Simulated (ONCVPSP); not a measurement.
**What one change does to a pseudopotential (gadolinium (Gd), ONCV)**

Gd, optimised norm-conserving Vanderbilt (ONCV), made with ONCVPSP 4.0.1 (PBEsol, scalar-relativistic). Core [Kr], reference 4d10 4f7 5s2 5p6 5d1 6s1.5 6p0.5. Waves: 5s+6s: rc 1.90 bohr, ncon 5, nbas 8, qcut 5.2 1/bohr, 2 projectors; 5p+6p: rc 2.05 bohr, ncon 4, nbas 7, qcut 6.4 1/bohr, 2 projectors; 4d+5d: rc 0.95 bohr, ncon 4, nbas 9, qcut 15.1 1/bohr, 2 projectors; 4f: rc 0.95 bohr, ncon 4, nbas 9, qcut 21.1 1/bohr, local. Local part: the f channel. Core correction: none.

Change: f: qcut 15.4.

Cutoffs: the cutoffs (Ha) at which the residual kinetic energy of the hardest occupied pseudo-wave falls to 1 and 0.1 mHa per electron; they do not see the model core or the augmentation charge, which bear on the density cutoff. Errors are all-electron minus pseudo energies relative to the spin-unpolarised reference configuration.

**Question.** What does the change do?

**Answer.** The potential gets neither clearly harder nor softer (161 Ha and 180 Ha → 115 Ha and 339 Ha); both files keep a bound ghost (p, s); the lowest positive-energy flag moves from s at 39.6 eV to s at 135.8 eV; the errors of the 4 common tests hardly move; the range in which the s phases agree widens (upper end 1.2 → 4.8); the range in which the f phases agree narrows (upper end 4.2 → 2.9).

```csv
quantity,base,changed
"cutoff, loose",161 Ha,115 Ha
"cutoff, tight",180 Ha,339 Ha
loose cutoff by channel,"s 20 Ha, p 13 Ha, d 94 Ha, f 161 Ha","s 20 Ha, p 13 Ha, d 94 Ha, f 115 Ha"
bound ghosts,"s, p","s, p"
GHOST(+) flags under 300 eV,s at 39.6 eV,s at 135.8 eV
"error for 4d10 4f7 5s2 5p6 5d1 6s2 6p0, meV [ΔE -1.43 eV]",+0.3,+0.3
"error for 4d10 4f7 5s2 5p6 5d1 6s1 6p0, meV [ΔE 5.24 eV]",-1.7,-1.6
"error for 4d10 4f7 5s2 5p6 5d1 6s0 6p0, meV [ΔE 17.29 eV]",-5.4,-5.1
"error for 4d10 4f7 5s2 5p6 5d1 6s0 6p1, meV [ΔE 8.84 eV]",-2.4,-2.2
s: phases at 1.93 bohr within 0.05 rad from the reference energy up to (Ha; the scan ends near 5),1.2,4.8
p: phases at 2.08 bohr within 0.05 rad from the reference energy up to (Ha; the scan ends near 5),to the end of the scan,to the end of the scan
d: phases at 0.97 bohr within 0.05 rad from the reference energy up to (Ha; the scan ends near 5),to the end of the scan,to the end of the scan
f: phases at 0.97 bohr within 0.05 rad from the reference energy up to (Ha; the scan ends near 5),4.2,2.9
```

 A true bound ghost makes a file unfit for plane-wave use even where its test errors are small: the radial tests pick states by their node count and pass the ghost by.
